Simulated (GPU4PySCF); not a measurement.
# From computed data to an observable: oscillator strength and radiative lifetime

Co(CO)3(MeCN)(SiMe3) (C8H12CoNO3Si), SMILES CC#[N]->[Co](<-[C-]#[O+])(<-[C-]#[O+])(<-[C-]#[O+])[Si](C)(C)C, multiplicity 1.

The structure is a stationary point at ωB97X-D3(BJ)/def2-TZVP. The multiplicity is an assumed one; no other spin state was optimised. The isomer is the one that the SMILES or the coordinates give; other isomers of the formula were not compared. Other conformers were not sampled.

TDDFT-M06-2X/def2-SVPD (GPU4PySCF) puts the first singlet state with f over 0.02 at 3.89 eV (vertical), with the transition dipole (0.571, -0.195, -0.425) in atomic units.

Problem. Find the oscillator strength, the wavelength and the radiative lifetime that this transition would have in vacuum if emission retraced absorption.

Solution. 
|μ|² = 0.5447 au, so |μ| = 1.88 D. ΔE = 3.89/27.211 = 0.1430 hartree. f = (2/3) ΔE |μ|² = 0.052 (the program prints 0.052).
λ = 1239.84/3.89 = 319 nm; ν = 31375 cm⁻¹.
Einstein's coefficient A = 0.6670 ν² f s⁻¹ (ν in cm⁻¹) = 3.4e7 s⁻¹, so τ = 1/A = 29 ns. This state is S8; the lower singlets have f = 0.001, 0.004, 0.013, 0.000, 0.017, 0.019, 0.001. The figure is the radiative limit of this one transition; relaxation, internal conversion, crossing to triplets and a medium change what is measured.
